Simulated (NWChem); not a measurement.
System meant: BBr2F; SMILES FB(Br)Br

NWChem input:

```
start job
memory heap 200 mb stack 900 mb global 1100 mb
geometry units angstroms noautoz
  B      0.000000     0.000000    -0.620033
  F      0.000000     0.000000    -1.929908
  Br     1.661466     0.000000     0.303796
  Br    -1.661466     0.000000     0.303796
end
basis spherical
  B library def2-svp
  F library def2-svp
  Br library def2-svp
end
dft
  xc b3lyp
  iterations 4
  mulliken
end
task dft energy
```

End of the output:

```
    Atom       Charge   Shell Charges
 -----------   ------   -------------------------------------------------------
    1 B    5     5.43   1.96  0.56  0.27  1.36  0.87  0.42
    2 F    9     8.93   1.98  0.98  0.70  3.21  2.05  0.01
    3 Br  35    34.82   2.00  2.00  1.96  1.11  0.67  5.99  5.81  2.47  2.78  7.84  2.04  0.17
    4 Br  35    34.82   2.00  2.00  1.96  1.11  0.67  5.99  5.81  2.47  2.78  7.84  2.04  0.17

 center of mass
 --------------
 x =   0.00000000 y =   0.00000000 z =   0.03250562

 moments of inertia (a.u.)
 ------------------
         319.999425900326           0.000000000000           0.000000000000
           0.000000000000        1895.603297675915           0.000000000000
           0.000000000000           0.000000000000        1575.603871775589

     Multipole analysis of the density
     ---------------------------------

     L   x y z        total         alpha         beta         nuclear
     -   - - -        -----         -----         ----         -------
     0   0 0 0     -0.000000    -42.000000    -42.000000     84.000000

     1   1 0 0      0.000000      0.000000      0.000000      0.000000
     1   0 1 0     -0.000000     -0.000000     -0.000000      0.000000
     1   0 0 1      0.151542      0.075771      0.075771      0.000000

     2   2 0 0    -33.625823   -361.836376   -361.836376    690.046930
     2   1 1 0     -0.000000     -0.000000     -0.000000      0.000000
     2   1 0 1      0.000000      0.000000      0.000000      0.000000
     2   0 2 0    -33.771955    -16.885978    -16.885978      0.000000
     2   0 1 1      0.000000      0.000000      0.000000      0.000000
     2   0 0 2    -35.665129    -92.639218    -92.639218    149.613307

 ------------------------------------------------------------------------
 dft energy failed                                                                                  0
 ------------------------------------------------------------------------
 ------------------------------------------------------------------------
  current input line :
    19: task dft energy
 ------------------------------------------------------------------------
 ------------------------------------------------------------------------
 This type of error is most commonly associated with calculations not reaching convergence criteria
 ------------------------------------------------------------------------
 For more information see the NWChem manual at https://nwchemgit.github.io

0:dft energy failed:Received an Error in Communication
```

What is wrong, and how is it mended?

The run did not converge; its last values are not results. Cause: the SCF was allowed too few iterations. This input runs:
```
start job
memory heap 200 mb stack 900 mb global 1100 mb
geometry units angstroms noautoz
  B      0.000000     0.000000    -0.620033
  F      0.000000     0.000000    -1.929908
  Br     1.661466     0.000000     0.303796
  Br    -1.661466     0.000000     0.303796
end
basis spherical
  B library def2-svp
  F library def2-svp
  Br library def2-svp
end
dft
  xc b3lyp
  iterations 150
  mulliken
end
task dft energy
```
It converges to -5272.47014 Ha (B3LYP/def2-SVP).
